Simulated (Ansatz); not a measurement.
Mulliken charges of Cl₂GeH₂, SMILES `[Cl][GeH2][Cl]` from B3LYP/def2-TZVPP in Ansatz (PBE0-D4/def2-TZVP geometry).

```tsv
atom	x (Å)	y (Å)	z (Å)	charge (e)
Cl1	-1.771	-0.158	0.977	-0.279
Ge2	0.027	0.080	-0.156	0.501
Cl3	1.579	-1.030	0.811	-0.279
H4	-0.199	-0.525	-1.541	0.029
H5	0.414	1.559	-0.132	0.029
```

**Question.** By hand: the dipole of these point charges (1 e Å = 4.8032 D).

**Answer.** Σ q r = (0.073, 0.402, -0.626) e Å, of length 0.748 e Å = 3.59 D.

**Question.** How does the dipole of the full density compare? (Estimate.)

**Answer.** Computed: (0.039, 0.215, -0.335) e Å, 1.92 D; the point charges give 1.87 times that, at 0° from its direction.

Point charges leave out the atoms' own dipoles, such as those of lone pairs, and Mulliken's split depends on the basis, so the two needn't agree.

B3LYP here is the variant with VWN-RPA as its local correlation; programs differ in this.
